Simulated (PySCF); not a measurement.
**F(2+): excitation energy**

F(2+) [He] 2s2 2p3 (4S) → F(2+) [He] 2s2 2p2 3s1 (4P), as a difference of total energies. Computed with PySCF 2.14 in dyall-av2z (11s7p2d, 42 functions), with no relativity, point nucleus. Correlated levels: valence: 1s2 frozen; virtual orbitals above 40 to 60 times the deepest correlated orbital energy dropped. The calculations carry no spin-orbit coupling.

```
           method  excitation energy (eV)
              UHF                  39.330
              LDA                  39.601
              PBE                  39.257
             PBE0                  39.455
           r2SCAN                  40.006
            M06-L                  40.673
        BHandHLYP                  39.425
            wB97X                  39.821
             MN15                  39.703
    MP2 (valence)                  39.440
SCS-MP2 (valence)                  39.254
```

Q: How much does correlation contribute at MP2 (valence)?

A: 39.440 − (39.330) = 0.110 eV, measured against UHF.

A first-order spin-orbit estimate (lowest level to lowest level, LS coupling) adds -0.044 eV.

The promoted electron is Rydberg-like, and one or two diffuse shells describe it only roughly, which tends to raise the upper state.
